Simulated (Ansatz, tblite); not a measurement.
Cost and result up the ladder for the cluster Ca2F4 (the lowest singlet isomer of a short search) (6 atoms). Total charge 0; singlet. Geometry: PBE-D4/def2-SVP.

```xyz
6

Ca   -0.534    1.584   -0.134
Ca    0.531   -1.585    0.134
F    -0.129    0.073    1.367
F     0.126   -0.073   -1.368
F     1.123   -3.466    0.290
F    -1.116    3.468   -0.289
```

Ansatz on 4 threads of Arm Neoverse V2 on a shared host; xTB runs through tblite on one thread. Times are rough, summed over both states, and most runs start from the orbitals of an earlier one. PBE0-D4/def2-TZVP serves as the yardstick here, not as an exact answer. The other state is a doublet.

The xTB rows come from tblite. HOMO above LUMO, or a gap near zero within one spin, warns that the state may not be the lowest or that an electron is smeared out. The structure comes from a short search, and lower isomers may exist.

Raw xTB energies of ions are shifted by several eV.

```tsv
level	functions	wall time
GFN1-xTB	34	0.012 s
GFN2-xTB	34	0.026 s
PBE-D4/def2-TZVP	196	9 s
PBE0-D4/def2-TZVP	196	14 s
```

(1) Estimate what each level gives for the vertical IE (eV).

## Answers

(1) 
```
            level  vertical IE (eV)  difference from PBE0-D4/def2-TZVP (eV)                                     remarks
         GFN1-xTB             13.76                                    2.50                                           –
         GFN2-xTB             16.06                                    4.80                                           –
 PBE-D4/def2-TZVP             10.46                                   -0.80  gap within one spin near zero (+1 doublet)
PBE0-D4/def2-TZVP             11.26                                    0.00                                           –
```
